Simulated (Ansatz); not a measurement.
Born–Oppenheimer molecular dynamics of C2H7NOSi (12 atoms, charge 0, multiplicity 1). It starts from a relaxed structure.

The calculation used Ansatz, RKS LDA/STO-3G.

```yaml
ensemble: NVT, Langevin thermostat
time_step: 0.5 fs
steps_asked: 500
set_temperature: 200 K
friction: 0.001 /fs
seed: 105208
```

First frame:

```xyz
12
Properties=species:S:1:pos:R:3
C -1.417 0.015 0.718
N -0.261 0.525 -0.085
Si 1.424 0.337 0.518
C 0.488 -0.545 -0.848
O 0.571 -0.351 -2.258
H -1.699 0.777 1.468
H -1.217 -0.940 1.252
H -2.285 -0.146 0.049
H 1.609 -0.350 1.786
H 2.203 1.556 0.391
H 0.224 -1.608 -0.652
H 0.436 0.673 -2.303
```

(1) How far do the bonds stretch over the last three quarters of this one trajectory? (Pairs bonded in most of those frames.)

## Answers

(1) 
```
   bond  mean (Å)  spread (Å)  shortest  longest
  C1–N2     1.498       0.024      1.45     1.55
  C1–H6     1.107       0.017      1.07     1.14
  C1–H7     1.113       0.010      1.09     1.13
  C1–H8     1.110       0.023      1.07     1.15
 N2–Si3     1.803       0.034      1.74     1.87
  N2–C4     1.512       0.021      1.46     1.56
 Si3–C4     1.879       0.023      1.82     1.92
 Si3–H9     1.456       0.014      1.42     1.49
Si3–H10     1.454       0.014      1.43     1.48
  C4–O5     1.428       0.023      1.38     1.48
 C4–H11     1.115       0.006      1.10     1.13
 O5–H12     1.036       0.019      1.01     1.07
```

Mean temperature of the second half: 125 K. The mean temperature of the second half is 37 % below the set value. A run of 0.25 ps of so small a system gives no equilibrium averages. Limits of this set-up: minimal basis.

Run time: 14 min on 1 thread of Arm Neoverse V1, on a shared host, peak memory 0.089 GiB.
